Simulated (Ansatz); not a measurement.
```yaml
crystal:
  periodic: [false, false, false]
  atoms:
    - {symbol: Zn, position_ang: [0.000640, 0.001455, -0.000003]}
    - {symbol: C, position_ang: [-0.003370, -0.014165, 1.934698]}
    - {symbol: H, position_ang: [-0.436270, 0.905263, 2.339403]}
    - {symbol: H, position_ang: [1.010954, -0.105236, 2.333990]}
    - {symbol: H, position_ang: [-0.587745, -0.853236, 2.323611]}
    - {symbol: C, position_ang: [0.003610, 0.014710, -1.934707]}
    - {symbol: H, position_ang: [-1.015005, 0.017513, -2.333579]}
    - {symbol: H, position_ang: [0.513197, -0.865681, -2.337135]}
    - {symbol: H, position_ang: [0.513999, 0.899388, -2.326278]}
basis:
  gaussian: {orbitals: def2-SVPD}
total_charge: -1
magnetization: {spin_polarized: true, initial_magnetization: 1}
hamiltonian: {xc: {name: B97M-V}}
scf: {omitted_lower_state_checks: [starts]}
output: {forces: true}
```

```sh
$ ansatz run in.yaml --threads 4 --pin off --events-out ev --progress --plain --max-ram 3916MiB
```

Shortened log:

```
Functional definition: B97M-V
1101 factors; their error is unknown
mean field evaluation 1: about -50564.8800 eV, gradient 4.5e1 eV
mean field evaluation 2: about -50551.9525 eV, gradient 7.0e1 eV
mean field evaluation 4: about -50572.5091 eV, gradient 3.7e0 eV
mean field evaluation 8: about -50572.5684 eV, gradient 1.9e-1 eV
mean field evaluation 16: about -50572.5177 eV, gradient 5.6e-3 eV
mean field -50572.51772664 eV, -1858.5057471704 hartree, gradient 5.9e-6 eV, S^2 0.750598; 0 other end points of the search recorded, 0 dependent functions left out
reference -50572.51779714 eV, -1858.5057497613 hartree; 25, 24 occupied and 97, 98 virtual orbitals, 1101 factors
Total energy: -50572.51779714 eV, -1858.5057497613 hartree
Atom 0 at     0.000640     0.001455    -0.000003 Å, force     0.002675     0.005770     0.000304 eV/Å
Atom 1 at    -0.003370    -0.014165     1.934698 Å, force    -0.002266    -0.005648     0.181715 eV/Å
Atom 2 at    -0.436270     0.905263     2.339403 Å, force    -0.148531     0.315359     0.147311 eV/Å
Atom 3 at     1.010954    -0.105236     2.333990 Å, force     0.347716    -0.030916     0.145603 eV/Å
Atom 4 at    -0.587745    -0.853236     2.323611 Å, force    -0.199372    -0.286291     0.143281 eV/Å
Atom 5 at     0.003610     0.014710    -1.934707 Å, force    -0.001526    -0.002950    -0.181674 eV/Å
Atom 6 at    -1.015005     0.017513    -2.333579 Å, force    -0.348304     0.001469    -0.146388 eV/Å
Atom 7 at     0.513197    -0.865681    -2.337135 Å, force     0.174252    -0.300706    -0.147593 eV/Å
Atom 8 at     0.513999     0.899388    -2.326278 Å, force     0.175356     0.303913    -0.142558 eV/Å
Dipole moment:    -0.000770    -0.001545    -0.000015 e Å
Checks for a lower state left out: starts
```

It took 13 s on 4 threads of Arm Neoverse V1 on a shared host.

The dipole of an ion depends on the origin.
